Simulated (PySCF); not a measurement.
H13NOSi6.
Atom-mapped SMILES: `[NH2:1][Si@@H:2]1[SiH2:3][SiH2:4][SiH2:5][SiH2:6][Si@H:7]1[OH:8]`

Geometry (GFN2-xTB, Å), atoms numbered from 1 in this order:
```xyz
21
H13NOSi6 angstrom
N     -1.677   -0.388   -1.799
Si    -1.896    0.346   -0.240
Si    -0.537    2.235   -0.342
Si     1.721    1.713   -0.094
Si     2.276   -0.499   -0.566
Si     1.018   -2.103    0.564
Si    -1.067   -1.290    1.180
O     -0.661   -0.560    2.599
H     -2.060   -1.304   -1.964
H     -1.839    0.177   -2.617
H     -3.324    0.705    0.000
H     -0.956    3.187    0.703
H     -0.758    3.012   -1.576
H      2.562    2.651   -0.857
H      2.113    2.004    1.297
H      2.117   -0.706   -2.018
H      3.720   -0.723   -0.379
H      0.837   -3.293   -0.290
H      1.785   -2.642    1.699
H     -2.071   -2.327    1.520
H     -1.311   -0.178    3.181
```

Probes without a nucleus sit at each ring's centroid and 1 Å off its mean plane on both sides; NICS is minus the shielding there, NICSzz its component along the normal. Level: GIAO PBE0/pcSseg-1 (PySCF, non-relativistic, gas phase) on the GFN2-xTB geometry, one conformer.

Ring bond lengths (Å), with Mayer bond orders in brackets: Si2–Si3 2.329 (0.89), Si3–Si4 2.330 (0.86), Si4–Si5 2.329 (0.89), Si5–Si6 2.331 (0.87), Si6–Si7 2.321 (0.88), Si7–Si2 2.320 (0.88).

Question: What do the NICS probes read (ppm)?

Answer: 
```json
{"ring": "Si2–Si3–Si4–Si5–Si6–Si7", "type": "6-membered ring with 6 Si; formal bonds all single", "NICS(0)": "-0.1", "NICS(1), two faces": "-0.6 / -0.3", "NICS(1)zz, two faces": "5.0 / 5.2", "rms pucker (Å)": "0.41", "centre to ring atoms, mean (Å)": "2.25"}
```

Question: What do they say, and how far can they be read as aromaticity?

Answer: 
- Si2–Si3–Si4–Si5–Si6–Si7: mean NICS(1)zz 5.1 ppm, deshielded. Si2, Si3, Si4, Si5, Si6, Si7 have four or more neighbours; no verdict on aromaticity is drawn.

Question: List the ring angles and the Hirshfeld charges of the ring atoms.

Answer: 
- Si2–Si3–Si4–Si5–Si6–Si7: Si2 113.0° (+0.200 e), Si3 112.3° (+0.140 e), Si4 114.9° (+0.145 e), Si5 115.3° (+0.144 e), Si6 111.9° (+0.147 e), Si7 113.9° (+0.240 e); sum 681.3° against 720° for a flat convex ring.

Question: How shielded are the nuclei of the rings and their hydrogens (means over atoms taken as equivalent)?

Answer: 
| atoms | environment | σ isotropic (ppm) | principal values of the symmetric part, first atom (ppm) |
| --- | --- | --- | --- |
| Si2 | SiH silicon | 400.6 | 348.6, 381.5, 471.8 |
| Si3 | SiH2 silicon | 472.5 | 454.2, 466.2, 497.1 |
| Si4 | SiH2 silicon | 478.7 | 461.6, 483.1, 491.4 |
| Si5 | SiH2 silicon | 476.4 | 459.0, 481.0, 489.2 |
| Si6 | SiH2 silicon | 470.2 | 446.3, 466.6, 497.8 |
| Si7 | oxygen-bound silicon | 353.9 | 270.5, 336.7, 454.5 |
| H11 | Si–H hydrogen | 26.03 | 22.1, 24.0, 32.0 |
| H12 | Si–H hydrogen | 28.12 | 24.6, 25.3, 34.5 |
| H13 | Si–H hydrogen | 28.12 | 24.5, 25.6, 34.3 |
| H14 | Si–H hydrogen | 28.04 | 23.7, 25.3, 35.1 |
| H15 | Si–H hydrogen | 27.97 | 25.0, 25.3, 33.6 |
| H16 | Si–H hydrogen | 27.95 | 25.1, 25.5, 33.2 |
| H17 | Si–H hydrogen | 28.00 | 23.6, 25.3, 35.1 |
| H18 | Si–H hydrogen | 28.15 | 24.9, 25.3, 34.2 |

The list is cut; further classes of hydrogen are left out.

Time: 64 s; peak memory 1.1 GiB. Hardware: an Arm Neoverse V2 with one thread, no GPU, shared host. This is the whole shielding run at PBE0/pcSseg-1, SCF included.
